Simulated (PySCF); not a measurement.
Atoms are numbered as in `[CH2:1]=[CH:2][C:3]#[C:4][CH:5]=[C:6]=[S:7]`; H(Xn) means a hydrogen on atom n. Ha(C1) is cis to C3; Hb(C1) is trans to C3.

Geometry: GFN2-xTB; GIAO shifts from PySCF 2.14.0 with density-fitted response routines, gas phase, non-relativistic, averaged over equivalent atoms.

At PBE0/pcSseg-1 (146 basis functions, 16 s wall time on 1 thread of an Arm Neoverse V1, shared host):
```
 atoms  δ (ppm)
    C6    292.1
    C1    133.3
    C2    125.1
    C3    118.2
    C4     81.4
    C5     60.1
 H(C2)     6.26
Ha(C1)     5.92
Hb(C1)     5.76
 H(C5)     5.76
```

δ = σ(ref) − σ, references computed at the same level: ¹³C (186.93 ppm), ¹H (31.72 ppm) against TMS.

Estimate the result of repeating the calculation with HF/IGLO-II.

## Answers


| atoms | δ at HF/IGLO-II | change |
| --- | --- | --- |
| C6 | 292.6 | +0.5 |
| C1 | 133.7 | +0.4 |
| C2 | 123.4 | -1.7 |
| C3 | 105.7 | -12.5 |
| C4 | 74.4 | -7.0 |
| C5 | 60.3 | +0.2 |
| H(C2) | 6.17 | -0.09 |
| Ha(C1) | 5.94 | +0.02 |
| Hb(C1) | 5.71 | -0.05 |
| H(C5) | 5.87 | +0.11 |

Scale: TMS for ¹³C (195.96 ppm) and ¹H (32.54 ppm) (reference shieldings calculated alike).

The largest change is at C3 (alkyne carbon). Cost: 191 basis functions, 17 s wall time on 1 thread of an Arm Neoverse N1, shared host. The order of the carbon signals is the same at both levels.
